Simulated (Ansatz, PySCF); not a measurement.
Process, species as SMILES: [CH-]=CC=C -> C1=CC[CH-]1
Geometries: B3LYP-D3(BJ)/def2-TZVP minima from Ansatz (a first-principles code), one conformer each, not searched for the lowest. Unstable Hartree-Fock reference: [CH-]=CC=C.

Quantity: isomerisation energy (enthalpy at 298 K, with B3LYP-D3(BJ) rigid-rotor harmonic-oscillator terms from PySCF), in kcal/mol. Correlated levels leave the core frozen unless marked. No spin-orbit coupling. No relativistic terms. Anions need diffuse functions: aug- sets have them; def2-D sets add few; the other sets have none. 

| level | program | isomerisation energy (kcal/mol) |
|---|---|---|
| BLYP-D4/def2-TZVPD | Ansatz + dftd4 | 14.2 |
| B97M-V/def2-TZVPD | Ansatz | 11.7 |
| B3LYP-D3(BJ)/def2-TZVPD | Ansatz + dftd3 | 14.6 |
| B3LYP-D4/def2-TZVPD | Ansatz + dftd4 | 14.1 |
| PBE0/STO-3G | Ansatz | -10.5 |
| PBE0/def2-TZVP | Ansatz | 8.0 |
| HSE06/def2-TZVPD | Ansatz | 7.7 |
| LC-wPBE-D4/def2-TZVPD | Ansatz + dftd4 | 6.1 |
| LC-wPBE/def2-TZVPD | Ansatz | 6.5 |
| B2GP-PLYP-D3(BJ)/def2-TZVPD | Ansatz + dftd3 | 11.8 |
| B2GP-PLYP/def2-TZVPD | Ansatz | 11.9 |
| B2PLYP/def2-TZVPD | Ansatz | 12.6 |
| PBE-QIDH/def2-TZVPD | Ansatz | 7.2 |
| MP2/6-31G | Ansatz | 14.8 |
| MP2/cc-pVTZ | Ansatz | 6.7 |
| RI-MP2/aug-cc-pVTZ | Ansatz | 5.9 |
| SCS-MP2/aug-cc-pVDZ | Ansatz | 10.0 |
| SCS-MP2/cc-pVDZ | Ansatz | 9.7 |
| CCSD/aug-cc-pVDZ | Ansatz | 13.7 |
| CCSD/cc-pVTZ | Ansatz | 13.6 |
